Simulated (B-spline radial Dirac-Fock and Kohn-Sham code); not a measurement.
## Electron momentum distribution of Dy⁴²⁺: Compton profiles

System: dysprosium as Dy⁴²⁺, configuration [Ar] 3d6.

These are calculated numbers from a radial B-spline solver; the model is the impulse approximation on Dirac-Fock densities. pz is in atomic units of momentum; subshell profiles are per electron, for a selection of subshells; open shells are spread over both j values by their weights.

| pz | J total | J 2s1/2 | J 2p3/2 | J 3d5/2 |
| --- | --- | --- | --- | --- |
| 0 | 0.9410 | 0.0414 | 0.0221 | 0.0356 |
| 0.6 | 0.9385 | 0.0413 | 0.0221 | 0.0356 |
| 0.8 | 0.9365 | 0.0412 | 0.0221 | 0.0356 |
| 1 | 0.9340 | 0.0411 | 0.0221 | 0.0356 |
| 1.2 | 0.9309 | 0.0410 | 0.0221 | 0.0356 |
| 1.4 | 0.9272 | 0.0409 | 0.0221 | 0.0356 |
| 1.6 | 0.9230 | 0.0407 | 0.0221 | 0.0356 |
| 1.8 | 0.9183 | 0.0405 | 0.0221 | 0.0356 |
| 2 | 0.9130 | 0.0403 | 0.0221 | 0.0356 |
| 2.5 | 0.8974 | 0.0396 | 0.0220 | 0.0356 |
| 3 | 0.8785 | 0.0389 | 0.0220 | 0.0356 |
| 4 | 0.8317 | 0.0370 | 0.0220 | 0.0355 |
| 5 | 0.7749 | 0.0348 | 0.0219 | 0.0351 |
| 7 | 0.6440 | 0.0295 | 0.0215 | 0.0332 |
| 10 | 0.4538 | 0.0210 | 0.0203 | 0.0266 |
| 15 | 0.2481 | 0.00953 | 0.0164 | 0.0129 |
| 20 | 0.1463 | 0.00364 | 0.0116 | 0.00489 |
| 30 | 0.05878 | 0.00108 | 0.00455 | 0.000630 |
| 40 | 0.02738 | 0.00102 | 0.00160 | 9.59e-05 |
| 60 | 0.008363 | 0.000576 | 0.000219 | 4.34e-06 |
| 100 | 0.001474 | 0.000110 | 9.98e-06 | < 1e-6 |

J(0) = 0.9410. The 3p3/2 subshell gives the largest part, 23 %.

Mean momentum ⟨p⟩ by subshell (a.u.): 1s1/2 65.4, 2s1/2 23.5, 2p1/2 31.1, 2p3/2 28.4, 3s1/2 12.5, 3p1/2 14.8, 3p3/2 14.0, 3d3/2 16.8, 3d5/2 16.5.
